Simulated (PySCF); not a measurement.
Compound: C₇H₉OP.
SMILES with atom numbers: `[CH3:1][c:2]1[cH:3][p:4][c:5]([CH:6]2[CH2:7][CH2:8]2)[o:9]1`

Cartesian coordinates in Å at the GFN2-xTB level; atoms count from 1:
```
atom  x, y, z in Å
C1    -3.2427   -0.5572   -0.2681
C2    -1.9150    0.1023   -0.1068
C3    -1.6231    1.3095    0.4412
P4     0.1132    1.6323    0.4116
C5     0.3012    0.0978   -0.3460
C6     1.5340   -0.5549   -0.7999
C7     2.6533    0.2880   -1.3538
C8     2.8049   -0.3527   -0.0169
O9    -0.8433   -0.5797   -0.5477
H10   -3.4981   -1.1266    0.6261
H11   -4.0146    0.1898   -0.4321
H12   -3.2112   -1.2412   -1.1129
H13   -2.3586    1.9831    0.8403
H14    1.3613   -1.5269   -1.2465
H15    3.2209   -0.1020   -2.1851
H16    2.4890    1.3550   -1.3862
H17    3.4775   -1.1907    0.0858
H18    2.7425    0.2804    0.8560
```

NICS = −σ at a ghost point: NICS(0) at the centroid of the ring atoms, NICS(1) 1 Å to either side along the normal of their mean plane, zz for the tensor component along that normal. Level: GIAO PBE0/pcSseg-1 (PySCF, non-relativistic, gas phase) on the GFN2-xTB geometry, one conformer.

Ring bond lengths (Å), with Mayer bond orders in brackets: C2–C3 1.357 (1.57), C3–P4 1.766 (1.13), P4–C5 1.722 (1.50), C5–O9 1.345 (1.05), O9–C2 1.345 (1.05); C6–C7 1.507 (0.93), C7–C8 1.490 (0.98), C8–C6 1.506 (0.93).

What do the NICS probes read (ppm)?

```tsv
ring	type	NICS(0)	NICS(1), two faces	NICS(1)zz, two faces	rms pucker (Å)	centre to ring atoms, mean (Å)
C2–C3–P4–C5–O9	5-membered ring with O and P; formal bonds all aromatic	-10.4	-10.1 / -10.0	-22.6 / -22.2	0.00	1.27
C6–C7–C8	3-membered carbocycle; formal bonds all single	-41.8	-6.9 / -8.0	-24.1 / -23.9	0.00	0.87
```

What can be read from them?

- C2–C3–P4–C5–O9: mean NICS(1)zz -22.4 ppm, shielded.
- C6–C7–C8: mean NICS(1)zz -24.0 ppm, shielded. C6, C7, C8 have four or more neighbours, so the value isn't read as a sign of a π ring current. NICS(0) lies 34 ppm below the mean NICS(1).

And the bond-length index? HOMA = 1 − mean of α(R − Ropt)² over the ring bonds, with Krygowski's 1993 parameters (CC: Ropt 1.388 Å, α 257.7 Å⁻²; CO: Ropt 1.265 Å, α 157.38 Å⁻²; CP: Ropt 1.698 Å, α 118.91 Å⁻²).

- C2–C3–P4–C5–O9: HOMA 0.43; the largest term is that of C5–O9, α(R − Ropt)² = 1.01.

What are the shieldings of the ring atoms and their hydrogens in the same run (means over atoms taken as equivalent)?

```tsv
atoms	environment	σ isotropic (ppm)
C2	substituted aromatic carbon	25.9
C3	aromatic CH carbon	60.8
P4	phosphorus bonded to 2 C	223.3
C5	substituted aromatic carbon	-30.9
C6	benzylic-type carbon	167.3
C7 (×2)	three-membered-ring carbon	165.3
O9	furan-type oxygen	-30.5
H13	aromatic hydrogen	25.00
H14	methine hydrogen	29.58
H15 (×2)	methylene hydrogen	30.38
H16 (×2)	methylene hydrogen	30.98
```
